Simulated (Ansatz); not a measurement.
Program: Ansatz. Geometries: PBE0-D4/def2-TZVP. ΔE: electronic, gas phase. CCSD(T)/CBS adds triple-zeta CCSD(T) − MP2 to the extrapolated MP2 energy (def2 sets, frozen cores). This one scheme is used for every species. Functionals use def2-TZVPP. For Br outer-core shells are correlated without core-valence functions, which leaves a few kJ/mol of doubt a bond. Scalar relativity is left out up to krypton. One conformer a species, not always the lowest.

`CC[Si]Br` + H₂O → `CC[Si]O` + HBr  (formal hydrolysis of the Si–Br bond)

`CC[Si]Br`:

Z-matrix (Å, degrees):
```
C
C 1 1.518
H 1 1.092 2 111.2
H 1 1.093 2 111.5 3 120.5
H 1 1.092 2 111.2 3 -119.0
Si 2 1.893 1 124.2 3 59.5
H 2 1.104 1 111.3 3 -177.4
H 2 1.104 1 111.2 3 -63.4
Br 6 2.262 2 102.0 1 -0.4
```

H₂O:

Z-matrix (Å, degrees):
```
O
H 1 0.960
H 1 0.960 2 105.1
```

`CC[Si]O`:

```xyz
10

C     0.030    0.124    0.990
C     0.865   -0.132   -0.255
Si    0.006   -0.242   -1.963
O    -1.585   -0.019   -1.570
H    -0.715   -0.663    1.146
H     0.637    0.163    1.898
H    -0.504    1.079    0.929
H     1.644    0.637   -0.371
H     1.437   -1.067   -0.159
H    -1.816    0.119   -0.645
```

HBr:

```xyz
2

Br    0.472   -0.498    0.185
H    -0.472    0.498   -0.185
```

```json
{"level": "r2SCANh-D4", "ΔE (eV)": "0.03"}
{"level": "revPBE", "ΔE (eV)": "0.07"}
```

Problem. What does CCSD(T)/CBS give? (Estimate.)

Solution. The calculation gave: +0.06 eV. The listed levels differ from it by -0.03, 0.01 eV.

Largest T1 diagnostic among the species: 0.013.

Leaving LDA and LC-ωPBE aside and taking each functional with its dispersion term where it has one, the values, not all of them listed here, spread over 0.18 eV, from CAM-B3LYP-D4 to HSE06-D4. LDA lies −0.08 eV from PBE without D4. At CCSD(T), def2-SVP lies −0.11 eV from the extrapolated value and def2-TZVPP −0.09 eV.

CCSD(T)/CBS has its own doubt, a few kJ/mol and more with outer-core shells, so smaller differences from it don't rank the levels.
